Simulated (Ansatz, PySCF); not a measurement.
Dimer: C2H4 (SMILES C=C) (first 6 atoms) with CH4O (SMILES CO); geometry from B3LYP-D3(BJ)/def2-TZVP, rigid monomers moved along the line of their centres of mass till C2···H12 is 4.34 Å.
(charge 0, multiplicity 1):
```xyz
12

C      0.595    -0.267    -0.049
C     -0.646     0.202    -0.044
H      0.819    -1.282    -0.351
H      1.436     0.348     0.248
H     -0.870     1.219     0.256
H     -1.488    -0.411    -0.343
C      0.122     0.300     5.697
O     -0.343    -0.910     5.126
H      1.159     0.520     5.415
H      0.080     0.183     6.779
H     -0.504     1.157     5.420
H     -0.311    -0.822     4.165
```

```tsv
level	interaction energy (kcal/mol)	cost
HF/3-21G (no counterpoise)	-0.41	-
HF/aug-cc-pVDZ	-0.41	-
BP86/6-31G* (no counterpoise)	-0.35	-
B3LYP/3-21G (no counterpoise)	-0.36	-
B3LYP/6-311+G** (no counterpoise)	-0.38	-
B3LYP/def2-TZVPPD	-0.30	×1
B3LYP-D3(BJ)/def2-TZVPPD	-0.49	×1
B3LYP-D4/def2-TZVPPD	-0.46	×1
PBE0-D3(BJ)/def2-TZVPPD	-0.56	×1
PBE0-D4/def2-TZVPPD	-0.55	×1
M06-2X/6-31G* (no counterpoise)	-0.46	-
SCS-MP2/aug-cc-pVDZ	-0.46	-
CCSD/aug-cc-pVDZ	-0.46	-
CCSD(T)/aug-cc-pVDZ	-0.48	×10
```

The rows run from -0.56 (PBE0-D3(BJ)/def2-TZVPPD) to -0.30 kcal/mol (B3LYP/def2-TZVPPD). In aug-cc-pVDZ the value moves HF -0.41, CCSD -0.46, CCSD(T) -0.48, a shift of -0.07 from HF to CCSD(T). The dispersion term adds -0.19 in B3LYP-D3(BJ), -0.16 in B3LYP-D4.

Interaction energies are E(AB) − E(A) − E(B) at the monomers' geometry in the complex; basis-set methods are counterpoise corrected. Rows marked so take none.

Frozen-core correlation. Rows in 3-21G, 6-311+G**, 6-31G* carry no dispersion term and start afresh at each structure (6-31G* with six Cartesian d functions).

Run with Ansatz (an electronic-structure program) with Gaussian orbitals; PySCF for 3-21G rows, 6-311+G** rows, 6-31G* rows, the dispersion terms. Values without a source in brackets are computed.

Costs are rough ratios of core time to PBE/def2-TZVPPD (about 8 s over the structures, on one shared machine); a dash marks a level with no comparable run of its own.
